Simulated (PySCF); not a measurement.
NICS in isomers of C8H11P.

Definitions: NICS(0) = −σiso at the ring centroid; NICS(1) = −σiso and NICS(1)zz = −σzz at ±1 Å along the ring normal z. Level: GIAO PBE0/pcSseg-1 (PySCF, non-relativistic, gas phase) on the GFN2-xTB geometries, one conformer each. Atom numbers follow the mapped SMILES.

Task: Order these rings by mean NICS(1)zz, lowest (most negative) first (ppm).
A. ring C3–C4–C5–C6–C7–C9 in `[CH3:1][PH:2][c:3]1[cH:4][cH:5][cH:6][c:7]([CH3:8])[cH:9]1`
B. ring P3–C4–C6–C7–C8 in `[CH2:1]=[CH:2][p:3]1[c:4]([CH3:5])[cH:6][cH:7][c:8]1[CH3:9]`
C. ring C3–P4–C5–C6–C7 in `[CH2:1]=[CH:2][c:3]1[pH:4][cH:5][cH:6][c:7]1[CH2:8][CH3:9]`

Result: A (-27.1), C (-9.1), B (-6.3).

```
         SMILES                                                           ring  NICS(0)  NICS(1)  NICS(1)zz   HOMA  rms pucker (Å)  ring atoms with four or more neighbours
  CPc1cccc(C)c1               6-membered carbocycle; formal bonds all aromatic     -8.2    -11.0      -27.1   1.00            0.00                                        0
C=Cc1[pH]ccc1CC  5-membered ring with P; bonds drawn aromatic by RDKit's count     -3.4     -5.3       -9.1   0.14            0.04                                        0
 C=Cp1c(C)ccc1C  5-membered ring with P; bonds drawn aromatic by RDKit's count     -1.8     -4.2       -6.3  -0.18            0.03                                        0
```

NICS(0) gives the same order. The isotropic NICS(1) gives the same order. HOMA uses Krygowski's 1993 parameters. NICS(1) and NICS(1)zz are means over the two faces.
